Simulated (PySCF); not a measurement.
All values below come from PySCF with ωB97X-D3(BJ)/def2-TZVP // B3LYP-D3(BJ)/def2-TZVP. All species are isolated molecules in the gas phase. Delta-SCF ions had no search for a lower state. Excitations are Tamm–Dancoff values on a coarser integration grid. The basis has no diffuse functions, so Rydberg states are missing or too high.

Reference species (SMILES): `C#CC=C` (neutral, multiplicity 1).

```json
{
  "dipole_moment": "0.46 D",
  "S1 excitation (TDA)": "5.68 eV",
  "HOMO": "-9.48 eV",
  "vertical ionisation energy (Delta-SCF)": "9.49 eV"
}
```

Changed species: `C#CCF` (X = fluoromethyl; the reference has X = vinyl).

Problem. Predict the effect on the dipole moment, S1 excitation (TDA), HOMO and vertical ionisation energy (Delta-SCF).

Solution. the dipole moment increases by 1.35 D, to 1.81 D; the S1 excitation (TDA) goes up by 0.53 eV, to 6.21 eV; the HOMO drops by 1.22 eV, to -10.70 eV; the vertical ionisation energy (Delta-SCF) goes up by 1.40 eV, to 10.89 eV.
